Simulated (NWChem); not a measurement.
A series in which one site is exchanged, each optimised at PBE0/def2-SVP with NWChem, gas phase unless a solvent is named. Low-valent species are run as closed-shell singlets; no triplet was tried in these runs. def2 effective core potentials on In; no spin-orbit coupling.

A: [InH] (InH; site = In)
B: [BH] (BH; site = B)
C: [CuH] (CuH; site = Cu)
D: [AlH] (AlH; site = Al)

```json
[
 {"quantity": "dipole (D), PBE0/def2-SVP", "A": "0.64", "B": "1.60", "C": "(withheld)", "D": "0.10"},
 {"quantity": "orbital gap (eV), PBE0/def2-SVP", "A": "3.94", "B": "4.30", "C": "(withheld)", "D": "4.01"},
 {"quantity": "vertical ionisation energy, ΔSCF, PBE/def2-SVP (eV)", "A": "7.93", "B": "9.56", "C": "(withheld)", "D": "8.12"},
 {"quantity": "static polarisability, B3LYP/def2-SVPD (bohr³)", "A": "50.6", "B": "22.3", "C": "(withheld)", "D": "45.4"},
 {"quantity": "lowest singlet excitation, B3LYP/def2-SVPD, TDA (eV)", "A": "2.80", "B": "2.87", "C": "(withheld)", "D": "3.02"}
]
```

### Question
Some entries are withheld; supply them.

### Answer

- dipole (D), PBE0/def2-SVP, C: 2.77
- orbital gap (eV), PBE0/def2-SVP, C: 4.79
- vertical ionisation energy, ΔSCF, PBE/def2-SVP (eV), C: 9.15
- static polarisability, B3LYP/def2-SVPD (bohr³), C: 33.0
- lowest singlet excitation, B3LYP/def2-SVPD, TDA (eV), C: 3.05
